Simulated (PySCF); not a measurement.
## Mayer bond orders and bond lengths

Compound: C₅H₁₀Se.
Atom-mapped SMILES: `[CH3:1][Se:2][CH2:3][CH:4]1[CH2:5][CH2:6]1` (hydrogens: H7, H8, H9 on C1; H10, H11 on C3; H12 on C4; H13, H14 on C5; H15, H16 on C6)

Cartesian coordinates in Å at the PBE0-D3(BJ)/def2-SVP level; atoms count from 1:
```
atom  x, y, z in Å
C1     2.4144    0.3711    0.6112
Se2    1.9101   -1.3153   -0.2065
C3     0.0275   -1.3405    0.3162
C4    -0.8084   -0.2444   -0.2801
C5    -2.1407    0.0887    0.3307
C6    -1.0008    1.0553    0.4470
H7     3.4876    0.5050    0.4192
H8     2.2472    0.3446    1.6971
H9     1.8620    1.2069    0.1636
H10   -0.3245   -2.3293   -0.0182
H11   -0.0318   -1.3310    1.4165
H12   -0.7478   -0.1814   -1.3716
H13   -2.9691    0.3324   -0.3393
H14   -2.4400   -0.4594    1.2290
H15   -0.5273    1.1641    1.4271
H16   -1.0345    1.9791   -0.1364
```

Bond orders from the PBE0/pcSseg-1 density (PySCF). The structure is a single PBE0-D3(BJ)/def2-SVP conformer in the gas phase; no vibrational or solvent corrections. The calculation is non-relativistic, for selenium too.

Where do the orders between heavy atoms depart from those drawn in the SMILES?

The largest departure is 0.058, at C4–C5 (drawn single, 0.942).

Give the Mayer order of every bond between heavy atoms, beside its length.

| bond | drawn as | length (Å) | Mayer order |
| --- | --- | --- | --- |
| C1–Se2 | single | 1.941 | 1.026 |
| Se2–C3 | single | 1.954 | 1.037 |
| C3–C4 | single | 1.502 | 0.982 |
| C4–C5 | single | 1.503 | 0.942 |
| C5–C6 | single | 1.499 | 0.974 |
| C6–C4 | single | 1.502 | 0.947 |

Bonds between the same two heavy elements. C–Se: all 2 within 0.02 of one another (1.026 to 1.037). C–C: lowest C4–C5 (0.942, 1.503 Å), highest C3–C4 (0.982, 1.502 Å).

And the bonds to hydrogen?

C–H: 0.93 to 0.96 (10 bonds).

Sum the orders of all bonds at each heavy atom with more than one neighbour and set the sums beside the valence in the SMILES.

C1 3.869 (drawn 4), Se2 2.063 (drawn 2), C3 3.888 (drawn 4), C4 3.818 (drawn 4), C5 3.826 (drawn 4), C6 3.828 (drawn 4). Orders between atoms that aren't bonded are not in these sums.

For a closed shell the Mayer order of atoms A and B is Σ (PS)μν (PS)νμ over the basis functions μ on A and ν on B, with P the density and S the overlap matrix.
